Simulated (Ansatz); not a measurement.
C2H9BSSi can be A, `BCS[SiH2]C`, or B, `CCBS[SiH3]`.

Isolated molecules relaxed with PBE0-D4/def2-TZVP in Ansatz; ΔE leaves out vibrations. CCSD(T)/CBS adds triple-zeta CCSD(T) − MP2 to the extrapolated MP2 energy (def2 sets, frozen cores). DFT in def2-TZVPP. B3LYP here is the variant with VWN-RPA as its local correlation; programs differ in this. One conformer a species, not always the lowest.

Task: Which isomer does CCSD(T)/CBS put lower? Give the gap. (Estimate.)

Result: Computed: B, by 97.2 kJ/mol.

Task: Give E(B) − E(A) in kJ/mol with LDA (SPW92), r2SCAN-D4, HF/def2-TZVPP, PBE0-D4, CCSD(T)/def2-TZVPP, B3LYP-D4, ωB97M-V. (Best estimate.)

Result: The calculation gave: LDA (SPW92) -106.6, r2SCAN-D4 -99.6, HF/def2-TZVPP -94.6, PBE0-D4 -99.6, CCSD(T)/def2-TZVPP -101.1, B3LYP-D4 -95.6, ωB97M-V -94.1. None reverses the order clearly.

Task: Does the order hold for the free energy at 298.15 K (harmonic terms from PBE0-D4)? (Estimate.)

Result: Ansatz gave: Yes: G(B) − G(A) = -88.9 kJ/mol, for one conformer each. Modes under 60 cm⁻¹, often nearly free rotors, make the harmonic entropy too high.

Largest T1 diagnostic: 0.012.

Leaving LDA and LC-ωPBE aside and taking each functional with its dispersion term where it has one, the values, not all of them listed here, spread over 7.6 kJ/mol, from B97M-V to ωB97M-V. LDA lies −4.6 kJ/mol from PBE without D4. In def2-TZVPP, CCSD(T) changes the Hartree–Fock value by −6.6 kJ/mol (the triples alone add −1.4 kJ/mol) and MP2 by −6.3 kJ/mol.
